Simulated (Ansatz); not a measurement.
```xyz
28

C     0.5688   -0.7296    4.0966
C     0.5750   -0.5439    2.5899
C     0.5334   -1.8647    1.8367
C     0.5182   -1.6880    0.3314
C    -0.7874   -1.1643   -0.2218
O    -1.8089   -1.1727    0.4216
C    -0.7484   -0.6058   -1.6226
C    -0.4775    0.8978   -1.5802
C    -0.4151    1.5248   -2.9631
C    -0.1588    3.0208   -2.9172
H     1.4271   -1.3224    4.4262
H    -0.3360   -1.2502    4.4216
H     0.6065    0.2287    4.6197
H    -0.2843    0.0645    2.2920
H     1.4713    0.0131    2.2903
H     1.3990   -2.4728    2.1208
H    -0.3594   -2.4226    2.1345
H     1.3311   -1.0329   -0.0051
H     0.6928   -2.6442   -0.1808
H     0.0301   -1.1033   -2.2104
H    -1.7164   -0.7930   -2.0935
H     0.4648    1.0899   -1.0527
H    -1.2644    1.3795   -0.9905
H     0.3701    1.0321   -3.5480
H    -1.3556    1.3261   -3.4891
H     0.7904    3.2434   -2.4217
H    -0.1185    3.4512   -3.9202
H    -0.9477    3.5383   -2.3646
```

Charge 0, multiplicity 1.

Question: List the B3LYP/def2-TZVPP orbital energies in eV (Ansatz). (An estimate is asked.)

Answer: The calculation gave: Occupied: -520.08, -279.07, -276.98, -276.97, -276.92, -276.83, -276.59, -276.58, -276.52, -276.34, -28.46, -22.30, -21.92, -20.73, -20.01, -18.24, -17.36, -16.11, -15.93, -14.29, -13.40, -13.15, -12.63, -12.26, -12.13, -11.83, -11.44, -11.26, -10.84, -10.32, -10.23, -9.98, -9.74, -9.42, -9.34, -9.17, -9.14, -8.91, -8.84, -6.79. Lowest empty: -0.55, 0.67, 1.04, 1.29, 1.58, 1.82, 1.87, 2.24.

B3LYP here is the variant with VWN-RPA as its local correlation; programs differ in this.
